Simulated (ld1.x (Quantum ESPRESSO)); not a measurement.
## What one change does to a pseudopotential (aluminium (Al), RRKJ)

```json
{
  "Element": "aluminium",
  "Generator": "ld1.x (Quantum ESPRESSO) 7.5",
  "Type": "norm-conserving RRKJ (Kleinman–Bylander form)",
  "Functional": "PBEsol",
  "Relativity": "scalar-relativistic",
  "Frozen core": "[Ne]",
  "Valence charge": "3",
  "Reference configuration": "3s2 3p1",
  "Partial waves": "3s (bound): rc 2.35 bohr; 3p (bound): rc 2.30 bohr; 3d channel at -0.2 Ry: rc 2.40 bohr",
  "Local potential": "all-electron potential smoothed inside 2.20 bohr (lloc = -1)",
  "Core correction": "a·sin(br)/r model core inside 2.15 bohr"
}
```

All-electron outer shells of the reference configuration (PBEsol, scalar-relativistic, ld1.x):

```csv
shell,level (eV),outermost node (bohr),outermost maximum (bohr)
2s,-107.85,0.16,0.50
2p,-69.54,–,0.43
3s,-7.71,0.80,2.09
3p,-2.69,0.82,2.64
```

Change: wave 3s (bound): rc 2.35 bohr becomes 3s (bound): rc 3.38 bohr.

Cutoffs: the cutoffs (Ry, on a coarse ladder) from which the occupation-weighted sum of valence levels, in a spherical-Bessel basis at the reference potential, stays within 10 and 1 mRy of its value at 400 Ry; they do not see the model core or the augmentation charge, which bear on the density cutoff. Errors are all-electron minus pseudo energies relative to the spin-unpolarised reference configuration.

Question: How do hardness, ghosts and transferability respond?

Answer: The potential gets softer (12 Ry and 18 Ry → 6 Ry and 15 Ry); of the 7 tests that both files solve, the error grows in 5 and shrinks in 1 by more than 15 % and 0.3 meV (median size 2.8 → 4.9 meV); neither file shows a bound ghost. A larger radius leaves more room for a smooth pseudo-wave, so fewer plane waves are needed.

```tsv
quantity	base	changed
cutoff, loose	12 Ry	6 Ry
cutoff, tight	18 Ry	15 Ry
loose cutoff by channel (10 mRy a level)	s 10 Ry, p 6 Ry	s 6 Ry, p 6 Ry
bound ghosts	none	none
error for 3s2 3p0, meV [ΔE 5.74 eV]	-0.9	+3.9
error for 3s1 3p0, meV [ΔE 24.91 eV]	+9.9	-4.9
error for 3s2 3p0.5, meV [ΔE 2.07 eV]	-0.1	+0.5
error for 3s1 3p2, meV [ΔE 5.12 eV]	+2.8	-13
error for 3s0 3p3, meV [ΔE 10.41 eV]	+14	-43
error for 3s1 3p1, meV [ΔE 11.53 eV]	+6.3	-13
error for 3s2 3p1.3, meV [ΔE -0.57 eV]	0.0	+0.1
```
